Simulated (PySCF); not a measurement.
Compound: C6H12FN.
Z-matrix (Å and degrees, PBE0-D3(BJ)/def2-SVP geometry), rows numbered from 1:
```
C 
N   1  1.2617
C   2  1.4600  1  121.24
C   3  1.5276  2  106.83  1   151.92
C   3  1.5389  2  116.07  1    26.82
C   5  1.5210  3  115.56  2    63.20
C   3  1.5295  2  105.41  1   -93.77
F   7  1.3718  3  110.93  2    68.89
H   1  1.1005  2  118.71  3   176.80
H   1  1.1052  2  125.03  3    -3.05
H   4  1.0998  3  110.20  2    57.79
H   4  1.1009  3  111.45  2   179.14
H   4  1.0986  3  110.35  2   -60.36
H   5  1.1012  3  108.74  2   -61.74
H   5  1.1034  3  107.17  2  -174.67
H   6  1.1004  5  112.00  3   -56.55
H   6  1.1002  5  110.65  3  -176.46
H   6  1.1002  5  111.88  3    63.98
H   7  1.1021  3  109.61  2   -50.95
H   7  1.1036  3  109.91  2  -171.18
```

Level: CAM-B3LYP/def2-SVPD in PySCF, non-relativistic, on one gas-phase PBE0-D3(BJ)/def2-SVP geometry that isn't relaxed in the solvent. The solvent is an IEF-PCM continuum (cavity from Bondi-type radii × 1.2), and excitations are vertical TDDFT with non-equilibrium linear response and a frozen core. Only the electrostatic response of the medium enters.

Gas-phase singlets (H = HOMO, L = LUMO):

| state | E (eV) | λ (nm) | f | leading configurations |
| --- | --- | --- | --- | --- |
| S1 | 4.792 | 259 | 0.001 | H→L 96% |
| S2 | 7.298 | 170 | 0.008 | H→L+1 71%, H→L+2 12% |
| S3 | 7.682 | 161 | 0.181 | H-1→L 91% |
| S4 | 7.783 | 159 | 0.030 | H→L+2 70%, H→L+1 15% |
| S5 | 7.984 | 155 | 0.018 | H→L+3 72%, H→L+4 15% |

Give the list for chloroform (ε = 4.711), n² = 2.09.

```tsv
state	E (eV)	λ (nm)	f	leading configurations	change by rank (eV)
S1	4.859	255	0.001	H→L 96%	+0.067
S2	7.386	168	0.057	H→L+1 63%, H-1→L 14%	+0.088
S3	7.608	163	0.212	H-1→L 82%, H→L+1 12%	-0.074
S4	7.967	156	0.040	H→L+2 62%, H→L+3 22%	+0.184
S5	8.093	153	0.029	H→L+3 55%, H→L+2 20%	+0.109
```

How does the list change in water (ε = 78.36)?

| state | E (eV) | λ (nm) | f | leading configurations | change by rank (eV) |
| --- | --- | --- | --- | --- | --- |
| S1 | 4.901 | 253 | 0.001 | H→L 96% | +0.109 |
| S2 | 7.431 | 167 | 0.077 | H→L+1 59%, H-1→L 20% | +0.133 |
| S3 | 7.622 | 163 | 0.162 | H-1→L 76%, H→L+1 18% | -0.060 |
| S4 | 8.041 | 154 | 0.040 | H→L+2 74%, H→L+3 11% | +0.258 |
| S5 | 8.124 | 153 | 0.059 | H-2→L 68%, H-4→L 10% | +0.140 |

The ground-state energy changes by -0.234 eV from gas to water. By how much does the total energy of gas-phase S1 change?

E(S1) = E(S0) + excitation energy, so it changes by -0.234 + 0.109 = -0.125 eV: it is lowered less than the ground state, which is what a blue shift means. This is the vertical state, with the slow part of the continuum still set for S0.

How do the frontier levels move from gas to water?

```
orbital  gas (eV)  solvent (eV)  change (eV)
 LUMO+2      1.81          1.93        +0.12
 LUMO+1      1.32          1.53        +0.21
   LUMO      0.74          0.77        +0.03
   HOMO     -8.59         -8.67        -0.08
 HOMO-1     -9.99         -9.94        +0.05
 HOMO-2    -10.79        -10.60        +0.19
 HOMO-3    -11.12        -10.98        +0.14
```

The HOMO–LUMO gap goes from 9.33 to 9.44 eV. Rows go by rank; for LUMO+1 and LUMO+2 the atom shares or the degeneracy differ between the runs, so the row needn't follow one orbital.

Time: 83 s wall. Hardware: one thread of an Arm Neoverse V2, no GPU (shared host). This is the whole response run at CAM-B3LYP/def2-SVPD in water, SCF included.
